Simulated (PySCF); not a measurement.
# Reading the logs of faulty runs: CH5OSi2

These are calculations, not measurements. The program is PySCF 2.14.0, an open-source quantum chemistry code, run on an isolated molecule that a program drew, which may never have been made. The molecule is CH5OSi2 (charge 0, doublet), drawn as the SMILES string `[CH2][SiH2][SiH]=O`.

Each row is a Hartree-Fock (HF) and frozen-core CCSD(T) single point in the cc-pV(D+d)Z basis, meant for a local HF minimum. Run 1 is clean. Each other run has one planted mistake out of seven kinds, and not every kind appears here: one electron removed, one electron added, multiplicity raised by two, geometry at a saddle point, minimal basis STO-3G, one bond length entered in bohr, all coordinates scaled. The reference is restricted for singlets and unrestricted otherwise, and also for a bond in bohr. Adding or removing an electron swaps singlet and doublet. Electrons count all cores. HOMO and LUMO are orbital energies over both spins, the gradient is its largest component, and the lowest frequency (negative if imaginary) is given only where the gradient is small. Bond lengths are over the 8 bonds as drawn. T1 is the CCSD diagnostic: over 0.02 (restricted) or 0.045 (unrestricted) a single reference is doubtful.

Geometry of the clean run:
```xyz
9
CH5OSi2, angstrom
C    -0.5033   -0.4020    1.0952
Si   -1.9438   -0.3245   -0.0723
Si   -1.8212    1.6765   -1.3426
O    -1.7116    1.7384   -2.8401
H    -0.5335    0.0344    2.0893
H     0.4534   -0.8290    0.8082
H    -3.2124   -0.2735    0.6936
H    -1.9481   -1.4679   -1.0062
H    -1.8378    2.9036   -0.5057
```

```
run  electrons  basis functions  <S^2>  HOMO (eV)  LUMO (eV)  gradient (hartree/bohr)  lowest frequency (cm^-1)  mean bond (Å)  longest bond (Å)      T1  HF (hartree)  CCSD(T) (hartree)                     mistake
  1         47               99  0.763     -10.05       0.98                  6.5e-06                        24         1.5436             2.373  0.0218    -693.46470         -694.02392                    no fault
  2         47               33  1.303      -6.64       7.55                  1.5e-01                         -         1.5436             2.373  0.0641    -685.26363         -685.48958        minimal basis STO-3G
  3         47               99  3.785      -6.65       0.27                  1.9e-01                         -         1.5436             2.373  0.0398    -693.37520         -693.89206  multiplicity raised by two
  4         47               99  0.767     -10.07       0.78                  9.9e-02                         -         1.6501             2.537  0.0252    -693.42661         -694.00196      all coordinates scaled
  5         46               99  0.000     -15.68      -7.29                  3.6e-02                         -         1.5436             2.373  0.0583    -693.13557         -693.70635                           ?
  6         48               99  0.000      -1.45       6.14                  4.9e-02                         -         1.5436             2.373  0.0250    -693.45273         -694.05273                           ?
```

**Which mistake was planted in run 5, and what did it cost?**

It counts 46 electrons, one fewer than the clean run, at the same geometry and basis. So the mistake is: one electron removed. Subtracting run 1 and multiplying by 627.51 kcal/mol a hartree, the energy moved by 206.5 kcal/mol in HF and 199.3 kcal/mol in CCSD(T).

**Which mistake was planted in run 6, and what did it cost?**

It counts 48 electrons, one more than the clean run, at the same geometry and basis. So the mistake is: one electron added. Subtracting run 1 and multiplying by 627.51 kcal/mol a hartree, the energy moved by 7.5 kcal/mol in HF and -18.1 kcal/mol in CCSD(T).

Cautions from the logs. Run 2: T1 is over the limit, so its CCSD(T) energy is less reliable; run 5: T1 is over the limit, so its CCSD(T) energy is less reliable; run 6: T1 is over the limit, so its CCSD(T) energy is less reliable.
